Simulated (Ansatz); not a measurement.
A nudged elastic band was laid between two geometries of Cl4Ge + HO (7 atoms, charge 0, multiplicity 2).

These are results of UHF/def2-SVP (Ansatz 0.2.0), not measurements.

```json
{"movable images": "5", "climbing image": "yes", "spring": "5.0 eV/Å²", "optimiser": "quadratic models (default)", "start path": "through a guess of the saddle point", "force threshold": "0.2 eV/Å", "iteration limit": "60", "end points": "relaxed"}
```

Image 0:

```xyz
7
Properties=species:S:1:pos:R:3
Ge 0.053 0.084 -0.167
Cl 0.278 0.444 1.917
Cl 1.968 -0.059 -1.069
Cl -1.034 1.681 -1.045
Cl -1.004 -1.737 -0.449
O -0.223 -0.346 5.427
H -0.549 -0.868 4.694
```

Image 6:

```xyz
7
Properties=species:S:1:pos:R:3
Ge -0.398 0.430 0.095
Cl 1.106 0.108 4.295
Cl 1.720 0.098 -0.106
Cl -1.142 1.159 -1.799
Cl -1.339 -1.490 0.452
O -0.085 -0.102 3.145
H -0.375 -1.004 3.226
```

(1) What changes between the two ends?

(2) Give the energies along the band, and the barrier.

(3) What is the geometry of the highest image?

Answers

(1) Bonds broken: Ge1–Cl2. Bonds formed: Cl2–O6. Cl4Ge + HO becomes Cl3Ge + ClHO.

(2) The run converged. The highest image is number 3 of 0 to 6, 2.98 eV above the first end and 0.50 eV above the last; the last end lies 2.48 eV above the first. The threshold of 0.2 eV/Å is loose, so the images may lie well off the minimum-energy path. A structure lower than the first end lies on the path between it and the top, so the climb from that side starts below the end, which may itself be a saddle point or a shallow side well. Neighbouring images differ by up to 3.0 eV, so the band resolves the path poorly. The order of the point at the top wasn't checked.

```json
{"image": "0", "path coordinate (Å)": "0.00", "energy (eV)": "0.00", "Ge1–Cl2 (Å)": "2.13", "Cl2–O6 (Å)": "3.63"}
{"image": "1", "path coordinate (Å)": "1.27", "energy (eV)": "-0.02", "Ge1–Cl2 (Å)": "2.13", "Cl2–O6 (Å)": "3.90"}
{"image": "2", "path coordinate (Å)": "2.55", "energy (eV)": "0.01", "Ge1–Cl2 (Å)": "2.14", "Cl2–O6 (Å)": "3.26"}
{"image": "3", "path coordinate (Å)": "3.81", "energy (eV)": "2.98", "Ge1–Cl2 (Å)": "3.27", "Cl2–O6 (Å)": "1.94"}
{"image": "4", "path coordinate (Å)": "5.11", "energy (eV)": "2.56", "Ge1–Cl2 (Å)": "3.86", "Cl2–O6 (Å)": "1.67"}
{"image": "5", "path coordinate (Å)": "6.41", "energy (eV)": "2.52", "Ge1–Cl2 (Å)": "3.87", "Cl2–O6 (Å)": "1.67"}
{"image": "6", "path coordinate (Å)": "7.71", "energy (eV)": "2.48", "Ge1–Cl2 (Å)": "4.47", "Cl2–O6 (Å)": "1.67"}
```

(3) 
```xyz
7
Properties=species:S:1:pos:R:3
Ge -0.002 0.367 -0.209
Cl 0.215 0.464 3.056
Cl 1.990 -0.076 -0.891
Cl -0.947 1.629 -1.672
Cl -1.123 -1.473 -0.102
O 0.070 -0.606 4.669
H -0.716 -1.106 4.459
```

The run took 12 min on 4 threads of Arm Neoverse V1, with other jobs on the host, peak memory 0.87 GiB.
